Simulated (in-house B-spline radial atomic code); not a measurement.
**Ionising Tl8+ with different functionals**

Computed with a radial B-spline atomic code at the basis-set limit: four-component Dirac-Coulomb Hamiltonian, Fermi nucleus of rms radius 5.4759 fm, spin-restricted, spherical fractional occupations for the functionals, and exact exchange of hybrids averaged over the configuration. The ionisation energy is the difference of two self-consistent energies, [Xe] 4f14 5d5 → [Xe] 4f14 5d4, without Breit or QED terms; ε is the level of the shell that loses the electron (mean over j). The electron is taken from both j subshells in proportion to 2j + 1, so the result is a j average, not the step between ground levels.

```
   method                    rung  ΔSCF (eV)  -ε(5d) (eV)
     PBE0           global hybrid     137.37       130.55
BHandHLYP           global hybrid     137.22       132.92
    wB97X  range-separated hybrid     137.05       132.88
CAM-B3LYP  range-separated hybrid     137.32       131.98
```

(1) Among the functionals, which spreads more, the ΔSCF values or the orbital energies?

(2) How do they compare with the NIST value?

Answers

(1) The orbital energies: ΔSCF values span about 0.31 eV and the orbital energies 2.37 eV; here energy differences depend much less on the functional than eigenvalues do.

(2) NIST lists 135 eV ± 2.2 (tabulated theory, ground level to ground level). Errors run from +2.05 to +2.37 eV; all lie within about twice that uncertainty, so the table can't rank the methods.
